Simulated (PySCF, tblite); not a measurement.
Isomers of C5H11NSi, one GFN2-xTB conformer each. Single-point energies are computed at PBE0/pcSseg-1 (PySCF, gas phase, no added dispersion term), electronic only.

| SMILES | GFN2-xTB relative energy (kJ/mol) |
| --- | --- |
| C=C1[SiH2][C@H]1N(C)C | 141.7 |
| CN[C@H]1C=CC[SiH2]1 | 0.0 |
| [H]/N=C/[SiH2]C1CCC1 | 66.2 |

Conformers: `[CH2:1]=[C:2]1[SiH2:3][C@H:4]1[N:5]([CH3:6])[CH3:7]` with Si3–C4–N5–C6 -87°; `[CH3:1][NH:2][C@H:3]1[CH:4]=[CH:5][CH2:6][SiH2:7]1` with C1–N2–C3–C4 75°; `[H]/[N:1]=[CH:2]/[SiH2:3][CH:4]1[CH2:5][CH2:6][CH2:7]1` with N1–C2–Si3–C4 1°, C2–Si3–C4–C5 176°, Si3–C4–C5–C6 -105°, C4–C5–C6–C7 -12°, C5–C6–C7–C4 12°, Si3–C4–C7–C6 105°.

Problem. What does PBE0/pcSseg-1 give for the same structures?

Solution. 
```json
{"SMILES": "CN[C@H]1C=CC[SiH2]1", "PBE0/pcSseg-1 E (Eh)": "-540.89253", "PBE0/pcSseg-1 (kJ/mol)": "0.0", "GFN2-xTB (kJ/mol)": "0.0", "point group": "C1"}
{"SMILES": "[H]/N=C/[SiH2]C1CCC1", "PBE0/pcSseg-1 E (Eh)": "-540.86902", "PBE0/pcSseg-1 (kJ/mol)": "61.7", "GFN2-xTB (kJ/mol)": "66.2", "point group": "C1"}
{"SMILES": "C=C1[SiH2][C@H]1N(C)C", "PBE0/pcSseg-1 E (Eh)": "-540.82534", "PBE0/pcSseg-1 (kJ/mol)": "176.4", "GFN2-xTB (kJ/mol)": "141.7", "point group": "C1"}
```

Both levels put the same isomer lowest; measured from each level's own lowest isomer, the values differ by up to 34.7 kJ/mol (C=C1[SiH2][C@H]1N(C)C: 141.7 against 176.4). As drawn, the lowest has an N–H bond, which the highest lacks; the highest has a three-membered ring, which the lowest lacks.

Problem. Which frontier levels, dipoles and rotational constants go with these structures?

Solution. 
| SMILES | HOMO (eV, PBE0/pcSseg-1) | LUMO (eV) | dipole (D) | A, B, C (MHz) |
| --- | --- | --- | --- | --- |
| CN[C@H]1C=CC[SiH2]1 | -6.05 | 0.48 | 1.00 | 3889, 1584, 1220 |
| [H]/N=C/[SiH2]C1CCC1 | -6.97 | -0.55 | 0.97 | 4338, 1306, 1130 |
| C=C1[SiH2][C@H]1N(C)C | -6.06 | -0.50 | 0.47 | 2987, 1811, 1204 |

Problem. What happens when harmonic zero-point energies from GFN2-xTB frequencies are added?

Solution. 
```tsv
SMILES	ZPE (kJ/mol)	electronic (kJ/mol)	with ZPE (kJ/mol)
CN[C@H]1C=CC[SiH2]1	383.9	0.0	0.0
[H]/N=C/[SiH2]C1CCC1	383.1	61.7	60.9
C=C1[SiH2][C@H]1N(C)C	376.6	176.4	169.2
```

The zero-point energies span 7.3 kJ/mol. The order is unchanged.
